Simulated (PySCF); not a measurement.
Si(F)(H)(SMe)2 (C₂H₇FS₂Si), SMILES F[SiH](SC)SC. Atoms are numbered in the order given.

```xyz
13

Si     0.0787     0.4943    -0.5062
F      0.4573     0.4813    -2.0885
S      1.2574    -0.8769     0.6216
C      2.7672     0.1388     0.9069
S     -1.9604    -0.1101    -0.3931
C     -2.2149     0.0849     1.4216
H      0.3490     1.8720    -0.0150
H      3.3772    -0.4055     1.6400
H      3.3418     0.2561    -0.0217
H      2.5113     1.1258     1.3171
H     -2.1282     1.1384     1.7234
H     -1.4988    -0.5275     1.9852
H     -3.2362    -0.2624     1.6263
```
Charge 0, spin multiplicity 1.

Geometry optimised at B3LYP-D3(BJ)/def2-SVP. One conformer was computed; it need not be the lowest.

Calculation: PBE/def2-TZVP (PySCF).

ESP charges are fitted to the potential on shells at 1.4 to 2.0 van der Waals radii. Atomic charges (e):

```tsv
atom	ESP fit	meta-Löwdin
Si1	0.28	0.88
F2	-0.19	-0.48
S3	-0.11	-0.16
C4	-0.48	-0.40
S5	-0.11	-0.16
C6	-0.44	-0.40
H7	-0.01	-0.11
H8	0.20	0.14
H9	0.19	0.14
H10	0.16	0.13
H11	0.16	0.13
H12	0.14	0.14
H13	0.21	0.15
```

Computed Mayer and Wiberg (Löwdin basis) orders of the bonds:
| bond | Mayer | Wiberg |
|---|---|---|
| Si1–F2 | 1.13 | 1.73 |
| Si1–S3 | 1.21 | 1.58 |
| S3–C4 | 1.02 | 1.44 |
| Si1–S5 | 1.20 | 1.57 |
| S5–C6 | 1.02 | 1.43 |
| Si1–H7 | 0.88 | 0.91 |
| C4–H8 | 0.95 | 0.93 |
| C4–H9 | 0.95 | 0.94 |
| C4–H10 | 0.95 | 0.94 |
| C6–H11 | 0.96 | 0.94 |
| C6–H12 | 0.95 | 0.94 |
| C6–H13 | 0.95 | 0.93 |
